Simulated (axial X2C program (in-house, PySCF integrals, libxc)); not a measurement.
# How long does RuSe⁻ take?

A bond scan computed with an in-house all-electron X2C program for linear molecules (integrals from PySCF). Basis: Ru dyall-acv3z [13s13p9d5f3g], Se dyall-acv3z [9s10p7d5f1g] (cores contracted in-house).

Input file and command:
```json
{
 "zs": [
  44,
  34
 ],
 "q": -1,
 "bas": [
  "dyall-acv3z",
  "dyall-acv3z"
 ],
 "levels": [
  "PBE0",
  "HF",
  "PBE"
 ],
 "cc": true,
 "r0": 2.21,
 "thr": -2.0,
 "nmax": 90,
 "npts": 10,
 "nst": 2,
 "ntry": 6
}
```
```bash
python so2c.py task.json out
```

Keys: zs atomic numbers; q charge; bas basis sets; levels methods; cc coupled cluster on or off; r0 starting distance in Å; thr threshold in hartree for freezing inner shells (an s shell follows its p shell); nmax most natural virtual spinors; npts points on the curve; nst determinants followed; ntry starts of the search. HF also brings MP2.

Hardware: 1 thread of Arm Neoverse V2, on a shared host.

Wall time of one point of each curve, integrals apart:

```csv
Hamiltonian,level,points,seconds a point
spin-free,PBE0,10,1.5
spin-free,HF,10,1.2
spin-free,"CCSD(T) (15 electrons, 90 virtuals)",7,9.1
spin-free,PBE,10,0.68
2c,PBE0,10,2.3
2c,HF,10,2.9
2c,"CCSD(T) (15 electrons, 90 virtuals)",7,12
2c,PBE,10,0.79
```

The rest:

Search with its distance optimisation 65 s, atoms 54 s, whole task 370 s. Coupled cluster runs on the points near the minimum only. The program drops outer points, and coupled cluster, when its time limit (not in the input) nears; MP2, further determinants and curves that did not converge are not in the table.
